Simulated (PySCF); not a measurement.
ClCu, triplet, geometry from GFN2-xTB (such geometries of metal compounds can be far from the true shape) (the multiplicity is a formal guess); M062X/aug-cc-pVDZ in PySCF.

PySCF was given this input:
```python
from pyscf import gto, scf, dft

mol = gto.Mole()
mol.atom = '''
    Cu   -0.00000000   -0.00000000   -0.78379974
    Cl    0.00000000    0.00000000    1.33707015
'''
mol.basis = 'aug-cc-pvdz'
mol.spin = 2
mol.verbose = 4
mol.build()

mf = dft.UKS(mol)
mf.xc = 'm062x'
mf.kernel()
```

**Question.** What does PySCF print? Leave out banner, timings and long lists.

**Answer.** 
```
PySCF version 2.14.0

[INPUT] verbose = 4
[INPUT] num. atoms = 2
[INPUT] num. electrons = 46
[INPUT] charge = 0
[INPUT] spin (= nelec alpha-beta = 2S) = 2
[INPUT] symmetry False subgroup None
[INPUT] Mole.unit = angstrom
[INPUT] Symbol           X                Y                Z      unit          X                Y                Z       unit  Magmom
[INPUT]  1 Cu     0.000000000000   0.000000000000  -0.783799740000 AA    0.000000000000   0.000000000000  -1.481166845105 Bohr   0.0
[INPUT]  2 Cl     0.000000000000   0.000000000000   1.337070150000 AA    0.000000000000   0.000000000000   2.526696392831 Bohr   0.0

nuclear repulsion = 123.008189334783
number of shells = 19
number of NR pGTOs = 188
number of NR cGTOs = 86
basis = aug-cc-pvdz
ecp = {}

******** <class 'pyscf.dft.uks.UKS'> ********
method = UKS
initial guess = minao
damping factor = 0
level_shift factor = 0
DIIS = <class 'pyscf.scf.diis.CDIIS'>
diis_start_cycle = 1
diis_space = 8
diis_damp = 0
SCF conv_tol = 1e-09
SCF conv_tol_grad = None
SCF max_cycles = 50
direct_scf = True
direct_scf_tol = 1e-13
number electrons alpha = 24  beta = 22
XC library pyscf.dft.libxc version 7.1.2
    S. Lehtola, C. Steigemann, M. J. T. Oliveira, and M. A. L. Marques,  SoftwareX 7, 1–5 (2018)
XC functionals = m062x
    Y. Zhao and D. G. Truhlar,  Theor. Chem. Acc. 120, 215 (2008)
    Y. Zhao and D. G. Truhlar,  Theor. Chem. Acc. 120, 215 (2008)
radial grids:
    Treutler-Ahlrichs [JCP 102, 346 (1995); DOI:10.1063/1.469408] (M4) radial grids

becke partition: Becke, JCP 88, 2547 (1988); DOI:10.1063/1.454033
pruning grids: <function nwchem_prune>
grids dens level: 3
symmetrized grids: False
atomic radii adjust function: <function treutler_atomic_radii_adjust>
small_rho_cutoff = 0
Set gradient conv threshold to 3.16228e-05
tot grids = 39520
init E= -2100.34417644399

cycle= 1 E= -2099.99734988476  delta_E= 0.347  |g|= 1.81  |ddm|= 1.43

cycle= 2 E= -2098.1872681407  delta_E= 1.81  |g|= 3.46  |ddm|= 2.47

cycle= 3 E= -2100.64549599642  delta_E= -2.46  |g|= 0.18  |ddm|= 1.95
cycle= 4 E= -2100.65712813365  delta_E= -0.0116  |g|= 0.0982  |ddm|= 0.339
cycle= 5 E= -2100.66305004777  delta_E= -0.00592  |g|= 0.0282  |ddm|= 0.128
cycle= 6 E= -2100.66352483043  delta_E= -0.000475  |g|= 0.0126  |ddm|= 0.0459
cycle= 7 E= -2100.66364728028  delta_E= -0.000122  |g|= 0.00465  |ddm|= 0.0218
cycle= 8 E= -2100.6636686212  delta_E= -2.13e-05  |g|= 0.000856  |ddm|= 0.0111
cycle= 9 E= -2100.66366991463  delta_E= -1.29e-06  |g|= 0.000173  |ddm|= 0.0028
cycle= 10 E= -2100.66366996398  delta_E= -4.94e-08  |g|= 6.46e-05  |ddm|= 0.000486
cycle= 11 E= -2100.66366996997  delta_E= -5.99e-09  |g|= 2.61e-05  |ddm|= 0.00018
cycle= 12 E= -2100.66366997233  delta_E= -2.36e-09  |g|= 2.25e-05  |ddm|= 8.45e-05
cycle= 13 E= -2100.66366997526  delta_E= -2.93e-09  |g|= 2.02e-05  |ddm|= 0.000105
cycle= 14 E= -2100.66366998368  delta_E= -8.42e-09  |g|= 1.34e-05  |ddm|= 0.00038
cycle= 15 E= -2100.66366998876  delta_E= -5.09e-09  |g|= 6.56e-06  |ddm|= 0.000442
cycle= 16 E= -2100.66366998941  delta_E= -6.44e-10  |g|= 2.23e-06  |ddm|= 0.000189
Extra cycle  E= -2100.66366998941  delta_E= -2.27e-12  |g|= 2.49e-06  |ddm|= 5.76e-06
converged SCF energy = -2100.66366998941  <S^2> = 2.0028486  2S+1 = 3.0018985
```
